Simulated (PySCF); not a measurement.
CH₄ClFOSi, SMILES OC[Si@@H](F)Cl.

Geometry: PBE-D3(BJ)/def2-SVP. The structure was generated by enumeration; whether it is a known compound was not checked. The values are those of a single conformer.

These are TDDFT-CAM-B3LYP/def2-SVPD (PySCF) values and carry that method's errors.

Vertical excitations. The molecule is in vacuum.

```csv
state,energy (eV),λ (nm),f,main pairs
S1,6.45,192,0.003,HOMO→LUMO 93 %
S2,7.25,171,0.002,"HOMO→LUMO+1 72 %, HOMO→LUMO+2 20 %"
S3,7.67,162,0.029,"HOMO→LUMO+2 60 %, HOMO→LUMO+1 17 %"
S4,8.21,151,0.059,"HOMO−1→LUMO 37 %, HOMO→LUMO+3 28 %, HOMO−3→LUMO 11 %"
S5,8.35,148,0.025,"HOMO→LUMO+3 52 %, HOMO−1→LUMO 14 %, HOMO−3→LUMO 11 %"
S6,8.52,146,0.033,"HOMO−2→LUMO+2 56 %, HOMO−2→LUMO 22 %"
S7,8.54,145,0.010,"HOMO−3→LUMO 53 %, HOMO−1→LUMO 13 %"
S8,8.63,144,0.037,"HOMO−1→LUMO+2 35 %, HOMO−1→LUMO+1 18 %, HOMO−2→LUMO+2 18 %, HOMO−3→LUMO 8 %"
S9,8.78,141,0.039,"HOMO−2→LUMO 39 %, HOMO−2→LUMO+1 16 %, HOMO−1→LUMO+2 9 %, HOMO→LUMO+4 8 %"
S10,8.85,140,0.026,HOMO→LUMO+4 70 %
T1,6.04,205,0,HOMO→LUMO 89 %
T2,6.96,178,0,"HOMO→LUMO+1 59 %, HOMO→LUMO+2 27 %"
T3,7.32,169,0,"HOMO→LUMO+2 45 %, HOMO→LUMO+1 23 %"
T4,7.80,159,0,"HOMO−1→LUMO 30 %, HOMO→LUMO+3 23 %, HOMO−3→LUMO 23 %"
```
Triplets are in the Tamm–Dancoff approximation, which puts them higher than full response would, so one can lie above its singlet here.
